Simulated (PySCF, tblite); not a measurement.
Isomers of [C7H13NP]+ (charge +1), one GFN2-xTB conformer each. Single-point energies are computed at PBE0/pcSseg-1 (PySCF, gas phase, no added dispersion term), electronic only.

Question: Rank them by PBE0/pcSseg-1 energy, lowest first (kcal/mol).
A. `[CH3:1][CH2:2][P+:3]1([CH2:4][C:5]#[N:6])[CH2:7][CH2:8][CH2:9]1` (charge +1) with C1–C2–P3–C4 -56°, C2–P3–C4–C5 -56°, C2–P3–C7–C8 -130°, P3–C7–C8–C9 14°, C7–C8–C9–P3 -14°, C2–P3–C9–C8 129°
B. `[CH2:1]=[CH:2][P@@H+:3]([CH2:4][C:5]#[N:6])[CH2:7][CH2:8][CH3:9]` (charge +1) with C1–C2–P3–C4 123°, C2–P3–C4–C5 67°, C2–P3–C7–C8 -179°, P3–C7–C8–C9 -172°
C. `[CH2:1]=[CH:2][CH2:3][P@@H+:4]([CH3:5])[CH2:6][CH2:7][C:8]#[N:9]` (charge +1) with C1–C2–C3–P4 116°, C2–C3–P4–C5 174°, C3–P4–C6–C7 -176°, P4–C6–C7–C8 -40°
D. `[CH3:1][CH2:2][P@H+:3]([CH2:4][C:5]#[N:6])[CH:7]1[CH2:8][CH2:9]1` (charge +1) with C1–C2–P3–C4 -175°, C2–P3–C4–C5 58°, C2–P3–C7–C8 -158°
E. `[CH3:1][CH2:2][P+:3]1([NH:4][CH3:5])[CH:6]=[CH:7][CH:8]=[CH:9]1` (charge +1) with C1–C2–P3–N4 174°, C2–P3–N4–C5 180°
F. `[CH3:1][NH:2][P+:3]1([CH3:4])[CH:5]=[CH:6][CH2:7][CH:8]=[CH:9]1` (charge +1) with C1–N2–P3–C4 -55°

Answer: F (0.0), E (12.0), A (19.8), C (25.6), D (32.1), B (33.3).

As drawn, the lowest has an N–H bond, which the highest lacks. Neighbours under 5.0 kcal/mol apart (CC[P@H+](CC#N)C1CC1 and C=C[P@@H+](CC#N)CCC) can change places with a better method, another conformer or zero-point energy. GFN2-xTB itself gives, in the same order: 0.0, 7.8, 25.8, 36.3, 34.4, 42.5. Both levels put the same isomer lowest; measured from each level's own lowest isomer, the values differ by up to 10.7 kcal/mol (C=CC[P@@H+](C)CCC#N: 36.3 against 25.6).

Which frontier levels and rotational constants go with these structures?

```csv
SMILES,"HOMO (eV, PBE0/pcSseg-1)",LUMO (eV),"A, B, C (MHz)"
CN[P+]1(C)C=CCC=C1,-11.70,-4.99,"2413, 992.5, 941.0"
CC[P+]1(NC)C=CC=C1,-11.66,-6.78,"1684, 1394, 979.5"
CC[P+]1(CC#N)CCC1,-13.62,-4.84,"1752, 1155, 854.6"
C=CC[P@@H+](C)CCC#N,-11.91,-4.38,"2178, 805.8, 707.7"
CC[P@H+](CC#N)C1CC1,-13.48,-4.43,"1909, 940.2, 680.7"
C=C[P@@H+](CC#N)CCC,-13.18,-5.73,"1497, 954.5, 681.7"
```

What happens when harmonic zero-point energies from GFN2-xTB frequencies are added?

```tsv
SMILES	ZPE (kcal/mol)	electronic (kcal/mol)	with ZPE (kcal/mol)
CN[P+]1(C)C=CCC=C1	114.3	0.0	0.0
CC[P+]1(NC)C=CC=C1	114.6	12.0	12.3
CC[P+]1(CC#N)CCC1	114.4	19.8	19.9
C=CC[P@@H+](C)CCC#N	111.8	25.6	23.0
CC[P@H+](CC#N)C1CC1	113.2	32.1	30.9
C=C[P@@H+](CC#N)CCC	112.3	33.3	31.2
```

The zero-point energies span 2.8 kcal/mol. The order is unchanged.
